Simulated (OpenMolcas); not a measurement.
**B: CASPT2 settings compared**

```
Program             : OpenMolcas 26.06
Basis               : ANO-L-VDZP [3s2p1d]
Scalar Hamiltonian  : non-relativistic, point nucleus
Active space        : 3 electrons in 4 orbitals (2s 2p)
State averaging     : 2S+1 = 4 odd, 1 root (0 in the spin-orbit step); 2S+1 = 2 odd, 3 roots kept (CI in the orbitals of an earlier block); 2S+1 = 4 even, 3 roots; 2S+1 = 2 even, 5 roots kept (CI in the orbitals of an earlier block)
Spin-orbit coupling : state interaction with AMFI integrals over the reference wave functions, term energies averaged over their components
```

Methods on the same reference wave functions:
A. CASSCF
B. SS-CASPT2, IPEA 0.1 Eh, imaginary shift 0.2 Eh (closed shells correlated: 1s)
C. XMS-CASPT2, IPEA 0.5 Eh, sigma1 regulariser 0.3 Eh (closed shells correlated: none)
D. XMS-CASPT2, IPEA 0.1 Eh, imaginary shift 0.15 Eh (closed shells correlated: 1s)

Energies in cm-1 above 2s2 2p 2P* 1/2, the measured ground level; measured values from NIST Handbook of Basic Atomic Spectroscopic Data.

| Level | A | B | C | D | Measured |
| --- | --- | --- | --- | --- | --- |
| 2s2 2p 2P* 1/2 | 0.0 | 0.0 | 0.0 | 0.0 | 0.0 |
| 2s2 2p 2P* 3/2 | 14.7 | 14.7 | 14.7 | 14.7 | 15.3 |
| 2s 2p2 4P 1/2 | 23950 | 26720 | 26780 | 26950 | 28870 |
| 2s 2p2 4P 3/2 | 23955 | 26730 | 26780 | 26950 | 28875 |
| 2s 2p2 4P 5/2 | 23964 | 26740 | 26790 | 26960 | 28881 |
| 2s 2p2 2D 3/2 | 55647 | 50570 | 52780 | 49120 | 47857 |
| 2s 2p2 2D 5/2 | 55647 | 50570 | 52780 | 49120 | 47857 |

Deviations, from unrounded energies. A percentage is the sum of absolute deviations over the sum of measured energies, with the sign that they share, or ± where signs differ.

```
                  Against measurement  Levels      A     B     C     D
       mean absolute deviation (cm-1)       6   5100  2000  2700  1400
fine structure of the ground term (%)       1   -3.9  -3.9  -3.9  -3.9
             other configurations (%)       5  ±16.6  ±6.5  ±8.8  ±4.5
```

D lies closest to measurement on these levels and A furthest from it. The largest miss of D in the table is 2s 2p2 4P 1/2, by -1900 cm-1. The ranking rests on the paired levels alone, and a cruder setting can come out closer through cancelling errors.

Among B to D the level of the table that moves most is 2s 2p2 2D 3/2, by 3700 cm-1 (lowest in D, highest in C). Moves below CASPT2's spread within the term are not significant.

The lowest spin-free term lies below A's lowest term by 0.023 hartree in B, 0.021 hartree in C, 0.026 hartree in D.

CASPT2 breaks the degeneracy within a term, and the mean is taken; among the terms shown or strongly mixed into the levels shown the widest spread is 650 cm-1 (2s 2p2 2D, C). Over all roots computed the reference weight is 0.92 to 0.99 in D; the roots of lowest weight are the least certain, and an intruder state may touch them. Terms from blocks run as CI alone lack orbitals of their own. Without dynamic correlation excited terms often stand tens of per cent too high (terms of higher spin than the ground term too low), and those without a measured partner can miss by more than the paired ones (holds for A). Measured partners are found by configuration, term and J. A level has none where our copy of the source lacks it or the pairing is in doubt (some pairs that miss far off the trend of their configuration count as doubtful), and it then counts in no deviation. Levels of configurations outside the active space are missing.

* marks odd parity.
